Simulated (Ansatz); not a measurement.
Start from `O[Si](O)(O)F` and change one element to get `OC(O)(O)F`.

Ansatz, PBE0-D4/def2-TZVP geometries, multiplicity 1. Each molecule was computed in one conformer, which needn't be the lowest.

```json
{"property": "LUMO energy (PBE0/def2-TZVPP) / eV", "`O[Si](O)(O)F`": "0.38"}
{"property": "zero-point energy (PBE0-D4/def2-TZVP) / kJ/mol", "`O[Si](O)(O)F`": "121.2"}
{"property": "HOMO energy (PBE0/def2-TZVPP) / eV", "`O[Si](O)(O)F`": "-9.77"}
{"property": "LUMO energy (B3LYP/def2-TZVPP) / eV", "`O[Si](O)(O)F`": "-0.03"}
{"property": "LUMO energy (ωB97M-V/def2-TZVPP) / eV", "`O[Si](O)(O)F`": "1.87"}
{"property": "LUMO energy (PBE/def2-TZVPP) / eV", "`O[Si](O)(O)F`": "-0.53"}
```

Task: Give the same properties after the change, and the shifts. (Estimate.)

Result: Ansatz gave: 
```csv
property,`OC(O)(O)F`,shift
LUMO energy (PBE0/def2-TZVPP) / eV,0.65,0.27
zero-point energy (PBE0-D4/def2-TZVP) / kJ/mol,141.6,20.4
HOMO energy (PBE0/def2-TZVPP) / eV,-9.01,0.76
LUMO energy (B3LYP/def2-TZVPP) / eV,0.21,0.24
LUMO energy (ωB97M-V/def2-TZVPP) / eV,2.04,0.17
LUMO energy (PBE/def2-TZVPP) / eV,-0.23,0.30
```

With PBE0 the HOMO rises by 0.76 eV and the LUMO rises by 0.27 eV, so the gap narrows by about 0.49 eV. PBE moves the HOMO by 0.79 eV and ωB97M-V by 0.75 eV.

B3LYP here is the variant with VWN-RPA as its local correlation; programs differ in this.
